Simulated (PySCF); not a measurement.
A calculated (PBE, PySCF 2.14, aug-cc-pVDZ-DK, the spin-free X2C one-electron Hamiltonian (Gaussian nucleus)) atom or ion has these occupied shells.

```csv
shell,electrons,orbital energy (eV),"rms radius, mean of both spins (bohr)"
1s α,1,-1511.2,0.139
1s β,1,-1511.1,0.139
2s α,1,-108.13,0.683
2s β,1,-108.08,0.683
2p α,3,-69.661,0.680
2p β,3,-69.595,0.680
3s α,1,-7.935,2.75
3s β,1,-7.337,2.75
3p α,1,-3.091,3.74
```

Task: Name the element and its charge.

Result: Al (aluminium, neutral), in [Ne] 3s2 3p1, 2P determinant.
